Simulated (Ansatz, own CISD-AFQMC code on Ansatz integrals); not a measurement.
H3B2N, SMILES `BB=N` (charge 0, multiplicity 1).

Cartesian coordinates (Å):
```xyz
6

B     -1.1808     0.2176     0.9119
B      0.4444    -0.0819     0.8643
N      1.6639    -0.3068     0.8285
H     -1.5967     1.3205     1.0732
H     -1.9706    -0.6633     0.7857
H      2.6398    -0.4862     0.7998
```
Charge 0, multiplicity 1.

Frozen-core correlation energies in cc-pVDZ at a geometry from B3LYP-D3(BJ)/def2-TZVP, on an HF energy of -105.54830 Ha (<S^2> = 0.00). Wave-function levels are from Ansatz, the walk from an own CISD-AFQMC code on Ansatz integrals (time step 0.005/Ha, trial state from CCSD amplitudes, largest double 0.06).

```csv
level,correlation energy (mHa)
MP2,-322.8
CCSD,-352.3
CCSD(T),-364.7
CCSDT(Q),-366.8
```

### Question
What correlation energy does phaseless AFQMC give, and where does it lie among these levels?

### Answer
-366.3 ± 0.4 mHa (one standard error). AFQMC minus each level: MP2 -43.6 mHa, CCSD -14.1 mHa, CCSD(T) -1.6 mHa, CCSDT(Q) +0.4 mHa.
